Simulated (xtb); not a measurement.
xtb input:

```bash
xtb mol.xyz --gfn 1 --opt tight --chrg 0 --uhf 0
```
mol.xyz:
```
4

Cl     1.30670399    -0.64037224     0.04849396
Ga    -0.63731559     0.31232721    -0.02365184
H     -0.60835339     1.86893265    -0.02949633
H     -1.84883127    -0.66474803    -0.06169390
```

**Question.** What final total energy does it print?

**Answer.** -6.71505 Eh (GFN1-xTB).
